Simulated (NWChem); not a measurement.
Species: C₂H₆OSi₂; SMILES [SiH2]1CC(=O)[SiH2]1

```xyz
11

O      0.5061    -2.2038     0.5257
C      0.2988    -1.1172     0.0618
C      1.3590    -0.0943    -0.3468
Si     0.4089     1.4966     0.1685
Si    -1.3537    -0.0321    -0.0753
H      2.3661    -0.3265     0.0329
H      1.3961    -0.0766    -1.4536
H      0.5786     2.6503    -0.7610
H      0.6915     1.9064     1.5755
H     -1.9201    -0.0692    -1.4600
H     -2.4285    -0.2674     0.9318
```
Atoms are numbered in this order, from 1.

All runs: NWChem. All runs use the structure optimised with PBE0/def2-SVP. Level: M05-2X/def2-SVP with SMD (1 M gas to 1 M solution), gas-phase geometry. Reactions with the solvent are ignored.

```json
[
 {"solvent": "water", "dielectric constant": "78.4", "solvation free energy (kcal/mol)": "-1.3", "cavity-dispersion-structure term (kcal/mol)": "4.5", "dipole in solution (D)": "3.79"},
 {"solvent": "acetonitrile", "dielectric constant": "35.7", "solvation free energy (kcal/mol)": "-3.8", "cavity-dispersion-structure term (kcal/mol)": "-0.2", "dipole in solution (D)": "3.32"},
 {"solvent": "tetrahydrofuran", "dielectric constant": "7.43", "solvation free energy (kcal/mol)": "-4.0", "cavity-dispersion-structure term (kcal/mol)": "[?]", "dipole in solution (D)": "[?]"},
 {"solvent": "ethanol", "dielectric constant": "24.9", "solvation free energy (kcal/mol)": "-4.0", "cavity-dispersion-structure term (kcal/mol)": "1.2", "dipole in solution (D)": "3.65"},
 {"solvent": "1-propanol", "dielectric constant": "20.5", "solvation free energy (kcal/mol)": "-3.9", "cavity-dispersion-structure term (kcal/mol)": "1.2", "dipole in solution (D)": "3.64"}
]
```

### Question
Complete the blanks.

### Answer

- tetrahydrofuran, cavity-dispersion-structure term (kcal/mol): -1.1
- tetrahydrofuran, dipole in solution (D): 3.18
